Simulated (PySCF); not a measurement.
Amyl methyl ether, C6H14O.
Cartesian coordinates in Å at the GFN2-xTB level; atoms count from 1:
```
atom  x, y, z in Å
C1    -3.505   -0.165    0.256
C2    -2.261    0.466   -0.358
C3    -0.978   -0.183    0.158
C4     0.267    0.452   -0.453
C5     1.543   -0.202    0.062
O6     2.654    0.422   -0.541
C7     3.878   -0.114   -0.118
H8    -3.554   -1.225    0.017
H9    -3.493   -0.059    1.338
H10   -4.404    0.315   -0.126
H11   -2.301    0.365   -1.445
H12   -2.242    1.533   -0.126
H13   -0.936   -0.086    1.246
H14   -0.993   -1.250   -0.076
H15    0.243    0.356   -1.540
H16    0.302    1.516   -0.217
H17    1.606   -0.102    1.158
H18    1.542   -1.278   -0.176
H19    3.953   -1.181   -0.367
H20    4.659    0.436   -0.639
H21    4.010    0.001    0.966
```

A PySCF run (density fitting, gas phase, GFN2-xTB geometry) gave HOMO -5.82 eV, LUMO 0.61 eV, dipole 1.03 D and E = -317.440 Eh.

Question: Which of these levels was it?
A. PBE0/pcSseg-1
B. KT2/pcSseg-1
C. KT3/ANO-RCC-VDZP

Answer: B. It is KT2/pcSseg-1. All candidates on this geometry:

```tsv
level and settings	kind	basis functions	SCF cycles	E (Eh)	HOMO (eV)	LUMO (eV)	dipole (D)
KT3/ANO-RCC-VDZP, grid level 1	GGA	168	10	-317.2375	-5.88	-0.32	1.00
KT2/pcSseg-1	GGA	189	14	-317.4400	-5.82	0.61	1.03
PBE0/pcSseg-1	global hybrid	189	12	-311.8662	-7.26	1.52	1.17
```

The nearest other candidate, by the summed differences of HOMO and LUMO, is KT3/ANO-RCC-VDZP: its HOMO differs by -0.06 eV and its LUMO by -0.93 eV. Cycle counts include a coarse-grid stage where the run had one. KT2 and KT3 were designed for NMR shieldings or shifts; total energies of different functionals aren't comparable. ANO-RCC sets were contracted for a scalar-relativistic Hamiltonian, but ran non-relativistically here.
